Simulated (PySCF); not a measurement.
## Excitation energy of Co⁺ by level of theory

Co⁺ [Ar] 3d8 (3F) → Co⁺ [Ar] 3d7 4p1 (high-spin determinant), as a difference of total energies. Computed with PySCF 2.14 in x2c-TZVPPall with one added diffuse shell each of s, p, d, f type (7s6p5d3f1g, 80 functions), with the spin-free X2C one-electron Hamiltonian (Gaussian nucleus). Correlated levels: valence and next inner shell: [Ne] frozen. The calculations carry no spin-orbit coupling.

```csv
method,excitation energy (eV)
UHF,3.444
MP2 (valence and next inner shell),6.305
SCS-MP2 (valence and next inner shell),6.137
CCSD (valence and next inner shell),5.374
CCSD(T) (valence and next inner shell),5.492
```

How much does correlation contribute at CCSD(T) (valence and next inner shell)?

5.492 − (3.444) = 2.048 eV, measured against UHF.

The determinant of the upper state mixes LS terms, which raises its energy above the lowest term, most at the Hartree-Fock and MP2 levels.
